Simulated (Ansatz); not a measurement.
CH₂N (SMILES C=[N]), doublet, geometry from GFN2-xTB; BLYP/cc-pVDZ (Ansatz, a quantum-chemistry and plane-wave program).

Ansatz was given this input:
Ansatz 0.2 input:
```yaml
crystal:
  periodic: [false, false, false]
  atoms:
    - {symbol: C, position_ang: [-0.47320977, 0.10465327, -0.01136862]}
    - {symbol: N, position_ang: [0.71144548, -0.15734057, 0.01709212]}
    - {symbol: H, position_ang: [-1.26811447, -0.64983981, 0.04145278]}
    - {symbol: H, position_ang: [-0.87274529, 1.12330419, -0.09288584]}
basis:
  gaussian:
    orbitals: cc-pVDZ
hamiltonian:
  xc: blyp
magnetization: {spin_polarized: true, initial_magnetization: 1}
```

Output, abridged:

```
Functional definition: BLYP
494 factors; their error is unknown
mean field evaluation 1: about -2553.1818 eV, gradient 2.5e1 eV
mean field evaluation 2: about -2550.7939 eV, gradient 3.3e1 eV
mean field evaluation 4: about -2556.5471 eV, gradient 1.5e0 eV
mean field evaluation 8: about -2556.5408 eV, gradient 2.5e-2 eV
mean field -2556.54076502 eV, -93.9511402290 hartree, gradient 3.5e-5 eV, S^2 0.755837; 0 other end points of the search recorded, 0 dependent functions left out
reference -2556.54094437 eV, -93.9511468200 hartree; 8, 7 occupied and 30, 31 virtual orbitals, 494 factors
Total energy: -2556.54094437 eV, -93.9511468200 hartree
```
